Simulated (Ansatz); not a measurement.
Frontier orbitals of `[CH3][SbH][OH]`.

```xyz
8

C    -0.2638    0.9978    0.5957
Sb    0.5582   -0.0809   -1.0625
O     0.5682   -1.7956   -0.0779
H    -0.7782    1.8925    0.2414
H     0.5349    1.2855    1.2786
H    -0.9704    0.3453    1.1082
H    -0.9896   -0.3314   -1.7684
H     1.3408   -2.3132   -0.3152
```

Charge 0, multiplicity 1. Correlated methods include outer-core shells of Sb, which these sets cover unevenly. Sb: def2 effective core potential. The structure was optimised at the PBE0-D4/def2-TZVP level. It is one conformer, not always the lowest. Basis def2-TZVPP, Ansatz.

```
             functional  HOMO (eV)  LUMO (eV)  gap (eV)
                    PBE      -5.90      -1.60      4.30
                   BLYP      -5.80      -1.54      4.26
                   PBE0      -6.98      -0.82      6.16
HSE06 (plane-wave form)      -6.59      -1.19      5.40
                LC-ωPBE      -9.50       1.22     10.72
                ωB97M-V      -9.10       0.84      9.94
```

From PBE to PBE0 the HOMO moves by −1.08 eV and the LUMO by +0.78 eV, and with ωB97M-V by −3.20 and +2.44 eV, so the gap grows from 4.30 to 9.94 eV with exact exchange. A positive LUMO is unbound and depends on the basis.

LC-ωPBE has ω = 0.4 bohr⁻¹.
